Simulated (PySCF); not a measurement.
C$_{3}$H$_{9}$F$_{2}$NSi, singlet, geometry from GFN2-xTB, atoms displaced at random by about 0.08 Å a coordinate; TPSS/STO-3G, gradient run with PySCF.

PySCF was given this input:
```python
from pyscf import gto, scf, dft

mol = gto.M(
    atom='''
C    -1.30196539   -0.53618778    1.83404140
N    -0.89142079   -0.30535678    0.31717437
C    -1.72048321   -1.42804950   -0.48760724
Si    0.43518462    0.39795366   -0.16192085
C     2.19467886   -0.54664500   -0.03383852
F     0.20328104    0.86138952   -1.79765293
F     0.51800322    1.69571626    0.59492221
H    -2.31535331   -0.35084945    1.80183514
H    -0.95887163   -1.48308063    2.17042220
H    -0.76061284    0.16468887    2.28343331
H    -1.41666638   -2.39497347   -0.15326372
H    -1.16012768   -1.26183550   -1.51352571
H    -2.78774918   -1.54560607   -0.19715465
H     2.43247219   -0.76888499    0.99441539
H     2.89350644    0.15157080   -0.61104822
H     2.28792102   -1.48500071   -0.60700166
''',
    basis='sto-3g',
    verbose=3,
)

mf = dft.RKS(mol)
mf.xc = 'tpss'
mf.grids.level = 1
mf.kernel()
g = mf.nuc_grad_method()
g.grid_response = False
grad = g.kernel()
```

Problem. What does PySCF print? Leave out banner, timings and long lists.

Solution. 
```
converged SCF energy = -655.325988487171
--------------- RKS gradients ---------------
         x                y                z
0 C    -0.0330312072     0.0271119254     0.1183739065
1 N     0.1725466420     0.1221071023    -0.0619775792
2 C    -0.0823170840    -0.0508840563     0.0078014863
3 Si    -0.1147608790     0.0513622089     0.1402645461
4 C     0.0213624965    -0.0307234163     0.0510210794
5 F    -0.0050724759     0.0173979119    -0.0336277269
6 F    -0.0150364980    -0.1085433746    -0.0672835467
7 H     0.0677074678    -0.0036782377    -0.0177023301
8 H     0.0014019529     0.0394581881    -0.0128903073
9 H    -0.0499999393    -0.0849641395    -0.0680285234
10 H    -0.0301761720     0.0357857604    -0.0118771984
11 H     0.0569913185     0.0113746581    -0.0194905243
12 H     0.0098873980    -0.0337422956     0.0261657620
13 H    -0.0162136389    -0.0058642794    -0.0160567273
14 H     0.0050905016     0.0140803984    -0.0319439224
15 H     0.0119740246     0.0027646628    -0.0020813141
----------------------------------------------
```
